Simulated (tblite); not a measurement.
Species: C7H13FO2.
SMILES with atom numbers: `[CH3:1][O:2][C@@H:3]([CH3:4])[C:5]([CH3:6])([CH3:7])[C:8](=[O:9])[F:10]` (hydrogens: H11, H12, H13 on C1; H14 on C3; H15, H16, H17 on C4; H18, H19, H20 on C6; H21, H22, H23 on C7)

Computed with GFN2-xTB (tblite), gas phase: L-BFGS steps from a force-field or distance-geometry start until the largest atomic force falls under 0.01 eV/Å.

Step 65: E = -938.3695 eV
```
atom  x, y, z in Å  |  force x, y, z in eV/Å
C1      2.3173   -1.2674    0.6706    0.049  -0.018   0.043
O2      1.0739   -1.0716    0.0518    0.004  -0.063  -0.028
C3      0.6051    0.2650    0.0531    0.152  -0.009  -0.055
C4      1.1035    1.0310   -1.1882   -0.022   0.026  -0.022
C5     -0.9417    0.1837    0.1489    0.098   0.071   0.009
C6     -1.5259   -0.6713   -0.9771    0.037   0.087   0.075
C7     -1.2935   -0.4243    1.5156   -0.022  -0.009  -0.051
C8     -1.5135    1.5674    0.0946   -0.071   0.009   0.068
O9     -2.3734    2.0121   -0.5778   -0.062   0.010  -0.091
F10    -0.9260    2.3943    1.0183    0.054  -0.026   0.035
H11     2.5754   -2.3140    0.5104    0.020   0.043  -0.048
H12     3.0924   -0.6243    0.2403    0.008  -0.047  -0.005
H13     2.2606   -1.0853    1.7512   -0.005   0.081   0.003
H14     0.9762    0.7712    0.9554   -0.052   0.011   0.041
H15     1.8921    1.7342   -0.9196   -0.065  -0.086  -0.045
H16     0.2967    1.5872   -1.6613    0.048   0.001   0.040
H17     1.4995    0.3236   -1.9152   -0.051   0.017   0.038
H18    -2.5459   -0.9504   -0.7315   -0.040  -0.014  -0.059
H19    -0.9205   -1.5655   -1.0832   -0.026  -0.014  -0.022
H20    -1.5357   -0.1233   -1.9145    0.035  -0.017  -0.020
H21    -2.3651   -0.5693    1.5993   -0.091  -0.020   0.034
H22    -0.9612    0.2106    2.3336    0.029   0.017  -0.014
H23    -0.7950   -1.3866    1.5813   -0.027  -0.049   0.074
```

Step 66: E = -938.3746 eV
```
atom  x, y, z in Å  |  force x, y, z in eV/Å
C1      2.3227   -1.2580    0.6552    0.078  -0.027   0.059
O2      1.0607   -1.0723    0.0723    0.058  -0.032  -0.021
C3      0.5999    0.2667    0.0633    0.149  -0.014  -0.037
C4      1.1141    1.0270   -1.1745   -0.015   0.029  -0.037
C5     -0.9470    0.1841    0.1517    0.100   0.049   0.005
C6     -1.5240   -0.6753   -0.9738    0.022   0.072   0.054
C7     -1.3058   -0.4262    1.5156   -0.026  -0.004  -0.039
C8     -1.5221    1.5652    0.0908   -0.048   0.020   0.037
O9     -2.3812    2.0046   -0.5864   -0.058   0.016  -0.062
F10    -0.9311    2.3980    1.0065    0.031  -0.011   0.041
H11     2.5736   -2.3074    0.5048    0.033   0.031  -0.047
H12     3.0869   -0.6236    0.1913   -0.023  -0.065   0.001
H13     2.3007   -1.0580    1.7349   -0.015   0.080  -0.025
H14     0.9685    0.7762    0.9652   -0.066   0.004   0.054
H15     1.9300    1.6993   -0.9085   -0.067  -0.079  -0.017
H16     0.3259    1.6184   -1.6351    0.022  -0.010   0.040
H17     1.4821    0.3157   -1.9116   -0.070  -0.004   0.021
H18    -2.5468   -0.9518   -0.7356   -0.038  -0.003  -0.058
H19    -0.9216   -1.5727   -1.0699   -0.019  -0.004  -0.027
H20    -1.5245   -0.1310   -1.9131    0.035  -0.021  -0.034
H21    -2.3790   -0.5617    1.5960   -0.088  -0.028   0.031
H22    -0.9720    0.2030    2.3369    0.040   0.027  -0.008
H23    -0.8148   -1.3929    1.5800   -0.036  -0.028   0.069
```

Step 67: E = -938.3797 eV
```
atom  x, y, z in Å  |  force x, y, z in eV/Å
C1      2.3376   -1.2382    0.6248    0.065   0.030   0.058
O2      1.0363   -1.0743    0.1165    0.302   0.095   0.056
C3      0.5919    0.2694    0.0845    0.041  -0.001   0.020
C4      1.1392    1.0194   -1.1447    0.006   0.067  -0.091
C5     -0.9568    0.1864    0.1557    0.032  -0.026  -0.010
C6     -1.5225   -0.6822   -0.9665   -0.012  -0.007  -0.040
C7     -1.3312   -0.4297    1.5141   -0.026   0.010   0.021
C8     -1.5444    1.5614    0.0812    0.029   0.029  -0.055
O9     -2.4022    1.9875   -0.6075    0.012   0.009   0.065
F10    -0.9450    2.4058    0.9814   -0.052   0.021   0.025
H11     2.5708   -2.2928    0.4931    0.077  -0.005  -0.013
H12     3.0742   -0.6244    0.0836   -0.143  -0.143   0.090
H13     2.3903   -0.9954    1.7007   -0.053   0.038  -0.220
H14     0.9453    0.7869    0.9890   -0.052  -0.015   0.057
H15     2.0136    1.6197   -0.8786   -0.161  -0.124  -0.022
H16     0.3932    1.6887   -1.5769    0.080  -0.117   0.097
H17     1.4429    0.2981   -1.9033   -0.117   0.044   0.022
H18    -2.5524   -0.9518   -0.7454    0.000   0.042  -0.048
H19    -0.9303   -1.5896   -1.0424   -0.010   0.039  -0.023
H20    -1.5024   -0.1511   -1.9136    0.037  -0.022  -0.028
H21    -2.4085   -0.5458    1.5939   -0.028  -0.017   0.006
H22    -0.9868    0.1861    2.3419    0.030   0.025  -0.017
H23    -0.8576   -1.4071    1.5744   -0.056   0.029   0.051
```

Problem. Estimate the geometry and energy of step 68. (The exact step hangs on the optimiser's Hessian estimate; all steps are aligned on step 67, rigid shifts and turns removed.)

Solution. E = -938.3813 eV, largest force 0.148 eV/Å
```
atom  x, y, z in Å  |  force x, y, z in eV/Å
C1      2.3312   -1.2408    0.6403    0.068  -0.029   0.005
O2      1.0501   -1.0714    0.0995    0.045   0.071  -0.019
C3      0.5997    0.2702    0.0726   -0.068  -0.001   0.069
C4      1.1319    1.0228   -1.1591   -0.023  -0.082   0.013
C5     -0.9500    0.1865    0.1550   -0.038  -0.080  -0.013
C6     -1.5242   -0.6761   -0.9665   -0.033  -0.064  -0.096
C7     -1.3200   -0.4350    1.5129   -0.017   0.015   0.060
C8     -1.5420    1.5611    0.0887    0.079   0.013  -0.082
O9     -2.3970    1.9908   -0.6018    0.042   0.006   0.115
F10    -0.9411    2.3980    0.9952   -0.084   0.042   0.012
H11     2.5699   -2.2921    0.5045    0.081  -0.066   0.005
H12     3.0744   -0.6262    0.1242    0.045  -0.015  -0.016
H13     2.3538   -1.0024    1.7110   -0.022   0.050   0.001
H14     0.9513    0.7891    0.9768   -0.016  -0.023   0.049
H15     1.9839    1.6387   -0.8944    0.095   0.048   0.053
H16     0.3812    1.6677   -1.5985   -0.135   0.045   0.001
H17     1.4549    0.3084   -1.9087   -0.067  -0.098  -0.089
H18    -2.5585   -0.9375   -0.7505    0.034   0.066  -0.031
H19    -0.9429   -1.5909   -1.0440    0.000   0.048  -0.006
H20    -1.4966   -0.1487   -1.9158    0.035  -0.011  -0.013
H21    -2.3986   -0.5463    1.6036    0.028   0.004  -0.016
H22    -0.9633    0.1774    2.3392    0.006   0.009  -0.024
H23    -0.8528   -1.4163    1.5718   -0.054   0.053   0.022
```

The energy changes by -0.0016 eV. The first-order estimate −F·Δx gives -0.0094 eV and the mean of the old and new forces, exact on a quadratic surface, -0.0019 eV. The step makes an angle of 81° with the force vector and moves no atom by more than 0.041 Å.

What follows is the cost of the whole relaxation. Hardware: Arm Neoverse V1, one thread, no GPU, on a shared host. Cost: 1.0 s of wall time.
